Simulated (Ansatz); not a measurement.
```yaml
crystal:
  periodic: [false, false, false]
  atoms:
    - {symbol: Zr, position_ang: [-1.109060, -0.546005, -1.016979]}
    - {symbol: Cl, position_ang: [-3.417688, -0.055999, -1.459228]}
    - {symbol: Cl, position_ang: [-0.247446, 0.670734, -3.231100]}
    - {symbol: Cl, position_ang: [-0.902297, -2.396138, -1.717343]}
    - {symbol: Cl, position_ang: [-1.049104, -1.017483, 1.093132]}
    - {symbol: Zr, position_ang: [1.141408, 0.761812, 1.470696]}
    - {symbol: Cl, position_ang: [1.834920, -0.777479, -0.333845]}
    - {symbol: Cl, position_ang: [1.200148, -0.255216, 3.579014]}
    - {symbol: Cl, position_ang: [2.583477, 2.266183, 1.434903]}
    - {symbol: Cl, position_ang: [-0.316549, 1.978553, 0.416040]}
basis:
  gaussian: {orbitals: def2-SVP}
hamiltonian: {xc: {name: r2SCANh}}
output: {forces: true}
```

```sh
$ ansatz run in.yaml --threads 2 --pin off --events-out ev --progress --plain --max-ram 32768MiB --backend cpu
```

Output, abridged:

```
Functional definition: r2SCANh
1928 factors; integrals over basis functions are off by at most 9.1e-4 eV
mean field evaluation 1: about -102717.4287 eV, gradient 2.6e1 eV
mean field evaluation 2: about -102714.9797 eV, gradient 3.9e1 eV
mean field evaluation 4: about -102719.2380 eV, gradient 3.9e0 eV
mean field evaluation 8: about -102719.3699 eV, gradient 2.3e-1 eV
mean field evaluation 16: about -102719.3701 eV, gradient 2.6e-4 eV
mean field -102719.37007481 eV, -3774.8672245595 hartree, gradient 1.9e-5 eV, S^2 0.000000; 0 other end points of the search recorded, 0 dependent functions left out
reference -102719.37011223 eV, -3774.8672259348 hartree; 80, 80 occupied and 126, 126 virtual orbitals, 1928 factors
Total energy: -102719.37011223 eV, -3774.8672259348 hartree
Atom 0 at    -1.109060    -0.546005    -1.016979 Å, force    -1.345688    11.380743    -4.180063 eV/Å
Atom 1 at    -3.417688    -0.055999    -1.459228 Å, force     0.718948    -0.209015     0.407721 eV/Å
Atom 2 at    -0.247446     0.670734    -3.231100 Å, force    -0.402599    -0.729638     1.927781 eV/Å
Atom 3 at    -0.902297    -2.396138    -1.717343 Å, force     0.928359    -9.811960    -3.759235 eV/Å
Atom 4 at    -1.049104    -1.017483     1.093132 Å, force    -0.269766    -1.281143     5.607352 eV/Å
Atom 5 at     1.141408     0.761812     1.470696 Å, force    -0.641669    -7.094145     1.118108 eV/Å
Atom 6 at     1.834920    -0.777479    -0.333845 Å, force    -0.210302     0.692705     0.427690 eV/Å
Atom 7 at     1.200148    -0.255216     3.579014 Å, force    -0.077770     0.146722     0.321406 eV/Å
Atom 8 at     2.583477     2.266183     1.434903 Å, force     4.659739     4.292446     0.191137 eV/Å
Atom 9 at    -0.316549     1.978553     0.416040 Å, force    -3.359251     2.613286    -2.061898 eV/Å
Dipole moment:     0.408316     0.013548     1.030090 e Å
```

Run time 29 s (2 threads of AMD EPYC 7R13 on a shared host), peak host memory 1 GiB.

In the def2 sets Zr takes a core potential; there is no spin–orbit coupling.
